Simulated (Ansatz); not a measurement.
PAsAsAs tetrahedron (As3P), relaxed as a singlet with RKS r2SCAN-D4/def2-SVP in Ansatz, starting from the GFN2-xTB geometry. Force threshold 0.02 eV/Å.

Start:

```csv
atom,x (Å),y (Å),z (Å)
P1,0.937,-0.876,0.475
As2,0.595,0.767,-1.072
As3,-0.402,0.870,1.084
As4,-1.130,-0.760,-0.487
```

| step | energy (eV) | largest force component (eV/Å) | SCF passes |
| --- | --- | --- | --- |
| 1 | -191788.8533 | 1.290 | 16 |
| 2 | -191788.9426 | 0.252 | 19 |
| 3 | -191788.9450 | 0.004 | 21 |

Force components are those of the run's own axes.

End:

```xyz
4

P     0.960   -0.898    0.486
As    0.609    0.785   -1.097
As   -0.412    0.890    1.109
As   -1.157   -0.778   -0.498
```

By distances, no bond broke or formed. The bond that changes most is As2–As4, from 2.38 to 2.43 Å (atoms count from 1).

No frequencies were taken in this run, so the end may be a saddle point.

Hardware: 4 threads of Arm Neoverse V2 on a shared host. Wall time 5.5 s.
